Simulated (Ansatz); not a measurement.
The same path of Cl2H2Si + H3N (9 atoms, charge 0, multiplicity 1) was run twice with different band settings. Lost on the way: Si1–H2, H6–N7. Made: Si1–N7, H2–H6.

Computed with RKS B3LYP-D4/def2-SVP in Ansatz 0.2.0.

Relaxed end points:

```xyz
9
Properties=species:S:1:pos:R:3
Si -0.508 -1.177 -0.417
H 0.971 -1.225 -0.435
Cl -1.213 -2.966 -1.178
Cl -1.162 -0.966 1.539
H -1.069 -0.079 -1.234
H 1.594 1.171 0.416
N 0.841 1.850 0.520
H 0.166 1.455 1.173
H 0.381 1.938 -0.384
```

```xyz
9
Properties=species:S:1:pos:R:3
Si -1.191 -0.209 -0.193
H 2.924 -0.583 0.556
Cl -0.216 -1.736 -1.229
Cl -1.699 -0.993 1.650
H -2.391 0.151 -0.974
H 2.344 -0.811 0.117
N -0.239 1.184 0.067
H 0.551 1.161 0.705
H -0.083 1.835 -0.699
```

Common settings: spring 5.0 eV/Å²; optimiser quadratic models (default); start path through a guess of the saddle point; force threshold 0.05 eV/Å; iteration limit 60; end points relaxed.

| run | movable images | climbing image |
| --- | --- | --- |
| 1 | 9 | yes |
| 2 | 1 | no |

Task: What does each run give, and how far can it be trusted?

Result: Run 1: converged after 19 iterations, highest image 1.772 eV above the first end. Neighbouring images differ by up to 1.5 eV, so the band resolves the path poorly. A vibrational analysis at the climbing image gives one clearly imaginary mode, 1507i cm⁻¹: a first-order saddle point.
Run 2: converged after 46 iterations, highest image 0.159 eV above the first end. No image climbed, so the highest image needn't sit at the top of the path. A band with more images between the same ends climbed to 1.77 eV, so this one has probably stepped over the top. So few images can step over the top or miss a turn of the path.
The orbitals stay closed-shell, which can raise the energy where a bond breaks towards radicals; this wasn't checked here.
